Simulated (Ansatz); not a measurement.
The cluster Si₂Ge₃: single points at one geometry.

```yaml
crystal:
  periodic: [false, false, false]
  atoms:
    - {symbol: Si, position_ang: [0.410624, 1.030474, 0.730044]}
    - {symbol: Si, position_ang: [0.332640, -1.168767, -0.538686]}
    - {symbol: Ge, position_ang: [-1.869470, -0.762372, 0.259651]}
    - {symbol: Ge, position_ang: [-1.185260, 1.308811, -1.012944]}
    - {symbol: Ge, position_ang: [2.311455, -0.408136, 0.561936]}
basis:
  gaussian: {orbitals: def2-TZVP, initial_orbitals: start.molden}
magnetization: {spin_polarized: true, initial_magnetization: 0}
hamiltonian: {xc: r2scan, dispersion: d4}
scf: {omitted_lower_state_checks: [starts]}
output: {orbitals: {seedname: orbitals}}
```

The file start.molden holds the orbitals of an earlier run on this structure, at another level or in another basis.

```sh
$ ansatz run in.yaml --threads 4 --pin off --events-out ev --progress --plain --max-ram 4787MiB
```

It prints (some lines left out):

```
Functional definition: r2SCAN
  name "r2SCAN"
  cite "Furness, Kaplan, Ning, Perdew & Sun, J. Phys. Chem. Lett. 11, 8208 (2020) doi:10.1021/acs.jpclett.0c02405"
  cite "Furness, Kaplan, Ning, Perdew & Sun, J. Phys. Chem. Lett. 11, 9248 (2020) doi:10.1021/acs.jpclett.0c03077"
  parent r2scan
  parameter k0 = 0.174
  parameter k1 = 0.065
  parameter a1 = 4.9479
  exchange = r2scan_x(k0 = k0, k1 = k1, a1 = a1)
  correlation = r2scan_c
these checks for a lower state are left out or cut short: starts
1578 factors; their error is unknown
mean field evaluation 1: about -185307.8864 eV, gradient 7.8e0 eV
mean field evaluation 2: about -185307.9727 eV, gradient 1.4e-1 eV
mean field evaluation 4: about -185307.9355 eV, gradient 1.4e-3 eV
mean field evaluation 8: about -185307.9355 eV, gradient 1.5e-5 eV
mean field -185307.93553788 eV, -6809.9410247871 hartree, gradient 1.5e-5 eV, S^2 0.000000; 0 other end points of the search recorded, 0 dependent functions left out
reference -185307.93555023 eV, -6809.9410252408 hartree; 62, 62 occupied and 156, 156 virtual orbitals, 1578 factors
Total energy: -185308.01019695 eV, -6809.9437684571 hartree
Checks for a lower state left out: starts
```

Hardware: 4 threads of Intel Xeon on a shared host. Wall time 10 s.

As the first input, with `hamiltonian: {xc: pbe, dispersion: d4}` (abridged; 3.5 s):

```
Functional definition: PBE
mean field -185277.19245161 eV, -6808.8112372052 hartree, gradient 5.4e-5 eV, S^2 0.000000
Total energy: -185277.59939014 eV, -6808.8261919200 hartree
Checks for a lower state left out: starts
```

As the first input, with `hamiltonian: {xc: pbe0, dispersion: d4}` (abridged; 11 s):

```
Functional definition: PBE0
mean field -185282.20572739 eV, -6808.9954716920 hartree, gradient 1.0e-5 eV, S^2 0.000000
Total energy: -185282.55412652 eV, -6809.0082751237 hartree
Checks for a lower state left out: starts
```

Geometry: PBE-D4/def2-SVP, that of the neutral singlet.

The structure comes from a short search, and lower isomers may exist.
